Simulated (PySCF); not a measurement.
B(Me)2(NHMe) (C₃H₁₀BN), SMILES CNB(C)C.

Geometry: B3LYP-D3(BJ)/def2-SVP. Other conformers were not sampled.

All values below come from TDA-PBE/def2-SVPD (PySCF).

Vertical excitations. The molecule is in vacuum.

Computed excitation energies, oscillator strengths and character:
```
state  energy (eV)  λ (nm)      f          main pairs
-----  -----------  ------  -----  ------------------
S1            5.85     212  0.000     HOMO→LUMO 100 %
S2            6.71     185  0.008    HOMO→LUMO+2 99 %
S3            6.78     183  0.032   HOMO−1→LUMO 100 %
S4            6.85     181  0.003    HOMO→LUMO+3 99 %
S5            7.26     171  0.000  HOMO−1→LUMO+1 99 %
S6            7.30     170  0.319    HOMO→LUMO+1 88 %
S7            7.62     163  0.021  HOMO−1→LUMO+2 99 %
S8            7.74     160  0.006    HOMO→LUMO+4 99 %
S9            7.81     159  0.032  HOMO−1→LUMO+3 94 %
S10           7.87     158  0.049    HOMO−2→LUMO 96 %
T1            5.57     223      0    HOMO→LUMO+1 99 %
T2            5.74     216      0     HOMO→LUMO 100 %
T3            6.61     188      0    HOMO→LUMO+2 99 %
T4            6.68     186      0   HOMO−1→LUMO 100 %
```
Triplets are in the Tamm–Dancoff approximation.
